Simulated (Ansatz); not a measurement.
Isolated molecules relaxed with PBE0-D4/def2-TZVP in Ansatz; ΔE leaves out vibrations. CCSD(T)/CBS is the MP2 limit (def2-TZVPP, def2-QZVPP) plus CCSD(T) − MP2 in def2-TZVPP, frozen cores. This one scheme is used for every species. DFT in def2-TZVPP. Elements past krypton have def2 core potentials. For Zr outer-core shells are correlated without core-valence functions, which leaves a few kJ/mol of doubt a bond. Each species was taken in one conformer, which may not be the lowest.

`C[NH][Zr]([NH]C)([NH]C)[N](C)C` + `N[SiH3]` → `C[SiH2]N` + `C[NH][Zr]([NH]C)([NH]C)[NH]C`  (formal exchange of groups at a C–N bond)

```csv
level,ΔE (kJ/mol),difference from CCSD(T)/CBS
PBE-D4,-65.0,1.4
revPBE-D4,-61.1,5.3
B97M-V,-68.0,-1.6
BHLYP-D4,-66.2,0.2
B2PLYP,-68.4,-2.0
PBE,-70.0,-3.6
PBE0,-71.3,-4.9
LC-ωPBE,-73.7,-7.3
CCSD(T)/def2-SVP,-44.7,21.7
CCSD/CBS(def2),-68.8,-2.4
CCSD(T)/CBS,-66.4,0
```

Largest T1 diagnostic among the species: 0.015.

In def2-TZVPP, CCSD(T) changes the Hartree–Fock value by +9.9 kJ/mol (the triples alone add +2.5 kJ/mol) and MP2 by +9.4 kJ/mol. Leaving LDA and LC-ωPBE aside and taking each functional with its dispersion term where it has one, the values, not all of them listed here, spread over 8.2 kJ/mol, from ωB97M-V to revPBE-D4. LDA lies +8.9 kJ/mol from PBE without D4. At CCSD(T), def2-SVP lies +21.7 kJ/mol from the extrapolated value and def2-TZVPP +4.7 kJ/mol.
